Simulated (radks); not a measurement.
Results of a calculation; reference values are marked as such.
Q: Ionisation of the neodymium ion Nd+, [Xe] 4f4 6s1, to Nd2+, [Xe] 4f4, under several functionals. Non-relativistic Kohn-Sham, spin-polarised, spherical densities, point nucleus; open shells are filled with parallel spins first (spin-orbit coupling, left out, can overturn this in heavy ions); a radial shooting solver on a logarithmic mesh with Libxc functionals. The NIST Atomic Spectra Database gives 10.78 eV (semi-empirical). Rank these functionals by the error of their Delta-SCF ionisation energy: LDA (Slater exchange, Perdew-Wang correlation); exchange-only r2SCAN; BLYP; XLYP; RPBE; exchange-only PBE; BP86.

A: From best to worst: LDA (Slater exchange, Perdew-Wang correlation) 10.632 eV (-0.151); XLYP 10.544 eV (-0.239); BP86 10.513 eV (-0.270); BLYP 10.495 eV (-0.288); RPBE 10.392 eV (-0.391); exchange-only PBE 10.213 eV (-0.570); exchange-only r2SCAN 9.698 eV (-1.085). Relativity is left out here, which matters for elements this heavy. Open shells are spherical and high-spin; term and fine-structure splittings are not resolved.
